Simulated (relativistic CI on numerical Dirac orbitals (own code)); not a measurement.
What each ingredient does to the levels of Tm66+

Base calculation: Dirac-Coulomb-Breit CI, orbitals from a KLI potential per configuration, model QED (radiative potential, 1s self-energy scaled to tabulated hydrogen-like ionisation energies), unscaled Slater integrals.

CI space (outside the closed core 1s2): 2s, 2p, 3s, 3p, 3d, 4s, 4p, 4d, 4f, 5s, 5p, 5d, 5f, 5g. Levels of other configurations are missing.

Variants: (1) configuration mixing switched off. Shifts of the energy above 2s 2S_1/2, in eV, for the lowest level and the first level of each name with at least 55 % of one term (blank where a level changes its place among those of its configuration and J or its character, or is not in the variant):

| Level | Base | Δ(1) |
| --- | --- | --- |
| 2s 2S_1/2 | 0.0 | 0.0 |
| 2p 2P°_1/2 | 173.0 | 0.0 |
| 2p 2P°_3/2 | 1269.7 | 0.0 |
| 3s 2S_1/2 | 9501.1 | -0.1 |
| 3p 2P°_1/2 | 9548.0 | -0.1 |
| 3p 2P°_3/2 | 9874.8 | 0.0 |
| 3d 2D_3/2 | 9886.7 | 0.0 |
| 3d 2D_5/2 | 9980.9 | 0.0 |
| 4s 2S_1/2 | 12760.9 | -0.1 |
| 4p 2P°_1/2 | 12779.9 | -0.1 |
| 4p 2P°_3/2 | 12916.9 | 0.0 |
| 4d 2D_3/2 | 12922.0 | 0.0 |
| 4d 2D_5/2 | 12961.9 | 0.0 |
| 4f 2F°_5/2 | 12962.1 | 0.0 |

At this charge energies of transitions that change n are usually good to better than 1 %, and those within a shell (Δn = 0) to a few per cent.

Ionisation energy from the two ground configurations alone: base 16813.1 eV. The NIST ASD value (theoretical) is 16814.3 eV.
